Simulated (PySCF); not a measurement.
C₂H₃O, SMILES [CH2]C=O, multiplicity 2. Coordinates come from a PBE-D3(BJ)/def2-TZVP optimisation. The isomer is the one that the SMILES or the coordinates give; other isomers of the formula were not compared.

Computed equilibrium geometry at PBE-D3(BJ)/def2-TZVP (PySCF confirms it by a frequency run) as bond lengths and angles, and its point group:
point group Cs.
Atoms: C1 C2 O3 H4 H5 H6. Bond lengths (Å): C1–C2 1.427, C1–H4 1.091, C1–H5 1.091, C2–O3 1.241, C2–H6 1.116. Bond angles (°): C2–C1–H4 119.3, C2–C1–H5 121.2, H4–C1–H5 119.6, C1–C2–O3 123.2, C1–C2–H6 116.5, O3–C2–H6 120.3.
Charge 0, spin multiplicity 2.
